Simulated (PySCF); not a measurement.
## The third ionisation energy along the third row

Calculated with PySCF 2.14 from differences of total energies of unrestricted determinants, without spin-orbit coupling. Values in eV. The last column holds reference values (NIST; (s) semi-empirical, (t) theoretical, else measured). Unmarked ones compare directly (S terms, centres of terms, or small fine structure); those marked * lie between the lowest fine-structure levels and include a spin-orbit shift.

```csv
element,configurations,MP2 (valence),SCS-MP2 (valence),CCSD (valence),CCSD(T) (valence),LDA,PBE0,reference
"Al (dyall-av3z, non-relativistic)",[Ne] 3s1 → [Ne],n/a,n/a,n/a,n/a,28.819,28.683,28.448
"Si (dyall-av3z, non-relativistic)",[Ne] 3s2 → [Ne] 3s1,32.838,33.014,33.190,33.190,33.521,33.243,33.493
"P (dyall-av3z, non-relativistic)",[Ne] 3s2 3p1 → [Ne] 3s2,29.879,29.868,29.998,30.026,30.204,30.261,30.203 *
"S (dyall-av3z, non-relativistic)",[Ne] 3s2 3p2 → [Ne] 3s2 3p1,34.643,34.547,34.681,34.713,34.881,34.876,34.86 ± 0.04 (s) *
"Cl (dyall-av3z, non-relativistic)",[Ne] 3s2 3p3 → [Ne] 3s2 3p2,39.624,39.425,39.551,39.585,39.675,39.666,39.8 ± 0.11 (s) *
"Ar (dyall-av3z, non-relativistic)",[Ne] 3s2 3p4 → [Ne] 3s2 3p3,40.215,40.306,40.324,40.350,40.854,40.718,40.735 ± 0.012 (s) *
```

"Valence" correlates the outer s and p shells and, in groups 3 to 12 and the f block, the outer d or f shell, open or full, or the next shell where the ion has no valence electron left; the wider scheme adds the next inner shell.
